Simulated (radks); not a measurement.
Problem. The bismuth anion Bi3-, [Rn], held by a Watson sphere: a shell of charge +3.07 at radius R that stands for the Madelung well of a crystal (potential energy -3.07/R inside, -3.07/r outside, in hartree with lengths in bohr). Method: scalar-relativistic Kohn-Sham, LDA (Slater exchange, VWN5 correlation), spin-polarised, spherical densities, point nucleus; computed with a radial shooting solver on a logarithmic mesh with Libxc functionals. Response by self-consistent Sternheimer equations with the Hartree and adiabatic LDA kernel, the relativistic mass of each level held fixed and spin-orbit coupling left out. The sphere does not respond.

| R (bohr) | e(5d) (eV) | e(6s) (eV) | e(6p) (eV) | <r> 6p (bohr) | sum of <r^2> (bohr^2) | X-ray form factor at sin(theta)/lambda = 0.2 1/angstrom | alpha (bohr^3) |
|---|---|---|---|---|---|---|---|
| 2.76 | -27.531 | -16.776 | -7.235 | 2.921 | 102.4 | 70.019 | 58.17 |
| 2.92 | -27.057 | -16.266 | -6.977 | 2.985 | 105.2 | 69.980 | 63.95 |
| 3.09 | -26.636 | -15.768 | -6.699 | 3.054 | 108.3 | 69.950 | 70.91 |
| 3.82 | -25.429 | -14.099 | -5.555 | 3.349 | 122.3 | 69.928 | 111.4 |
| 4.09 | -25.134 | -13.644 | -5.177 | 3.456 | 127.7 | 69.946 | 131.4 |
| 4.53 | -24.754 | -13.045 | -4.620 | 3.625 | 136.8 | 69.986 | 170.9 |
| 4.85 | -24.534 | -12.699 | -4.261 | 3.745 | 143.6 | 70.017 | 205.7 |
| 6.09 | -23.951 | -11.820 | -3.183 | 4.184 | 172.2 | 70.098 | 403.8 |

Estimate the row for R = 4.31 bohr.

Solution. e(5d) (eV) -24.931; e(6s) (eV) -13.325; e(6p) (eV) -4.889; <r> 6p (bohr) 3.541; sum of <r^2> (bohr^2) 132.2; X-ray form factor at sin(theta)/lambda = 0.2 1/angstrom 69.965; alpha (bohr^3) 150.0.
